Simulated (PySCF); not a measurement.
Si(Cl)(Me)2(NH2) (C2H8ClNSi), SMILES [Si](C)(C)(Cl)N.

Geometry optimised at B3LYP-D3(BJ)/def2-SVP. The values are those of a single conformer.

All values below come from PBE/def2-TZVP run with PySCF.

```yaml
total_energy: -885.14443 hartree
point_group: Cs
highest_occupied_level: -6.22 eV
lowest_empty_level: -0.08 eV
orbital_gap: 6.14 eV
dipole_moment: 0.390 e·Å
quadrupole, principal values (traceless, Buckingham form, about the centre of nuclear charge): -8.36, 2.69, 5.67 D·Å
mean_static_polarisability: 70.8 bohr³ (10.50 Å³)
polarisability_principal_values: 67.0, 70.5, 75.0 bohr³
```
